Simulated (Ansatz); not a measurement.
`[OH][In-]([OH])([OH])[PH3+]`, 11 atoms. Charge 0, multiplicity 1. Correlated methods include outer-core shells of In, which these sets cover unevenly. In takes the def2 core potential. All runs use 8 threads of an AMD EPYC on a shared host. Correlated methods freeze the cores.

Q: How many basis functions does each run have, and how long does it take in Ansatz? RKS PBE0-D4/def2-QZVPP energy; RKS BLYP-D4/def2-TZVPP energy; RKS ωB97M-V/def2-SVP energy; RHF-CCSD(T)/def2-TZVPP energy; direct RPA on PBE orbitals/def2-TZVPP energy; RKS PBE0-D4/def2-TZVP relaxation (15 steps); RHF-MP2/def2-QZVPP energy; RKS r2SCAN0-D4/def2-TZVPP energy; RKS PBE0-D4/def2-TZVP frequencies; RKS ωB97M-V/def2-QZVPP energy; RKS BHLYP-D4/def2-TZVPP energy; RKS PBE0-D4/def2-SVP energy. (Best estimate.)

A: Computed: Other jobs shared the machine, so times are rough.

```json
{"level": "RKS BLYP-D4/def2-TZVPP", "job": "energy", "functions": "269", "wall time": "3.7 s", "peak host memory (GiB)": "0.38"}
{"level": "RKS PBE0-D4/def2-SVP", "job": "energy", "functions": "116", "wall time": "4.2 s", "peak host memory (GiB)": "0.27"}
{"level": "RKS BHLYP-D4/def2-TZVPP", "job": "energy", "functions": "269", "wall time": "6.5 s", "peak host memory (GiB)": "0.83"}
{"level": "RKS r2SCAN0-D4/def2-TZVPP", "job": "energy", "functions": "269", "wall time": "8 s", "peak host memory (GiB)": "0.83"}
{"level": "RKS ωB97M-V/def2-SVP", "job": "energy", "functions": "116", "wall time": "11 s", "peak host memory (GiB)": "0.42"}
{"level": "RKS PBE0-D4/def2-QZVPP", "job": "energy", "functions": "503", "wall time": "24 s", "peak host memory (GiB)": "2"}
{"level": "direct RPA on PBE orbitals/def2-TZVPP", "job": "energy", "functions": "269", "wall time": "25 s", "peak host memory (GiB)": "0.75"}
{"level": "RHF-MP2/def2-QZVPP", "job": "energy", "functions": "503", "wall time": "44 s", "peak host memory (GiB)": "3"}
{"level": "RKS ωB97M-V/def2-QZVPP", "job": "energy", "functions": "503", "wall time": "47 s", "peak host memory (GiB)": "2.4"}
{"level": "RKS PBE0-D4/def2-TZVP", "job": "relaxation (15 steps)", "functions": "216", "wall time": "2.1 min", "peak host memory (GiB)": "0.69"}
{"level": "RHF-CCSD(T)/def2-TZVPP", "job": "energy", "functions": "269", "wall time": "7.2 min", "peak host memory (GiB)": "7.7"}
{"level": "RKS PBE0-D4/def2-TZVP", "job": "frequencies", "functions": "216", "wall time": "9 min", "peak host memory (GiB)": "0.7"}
```
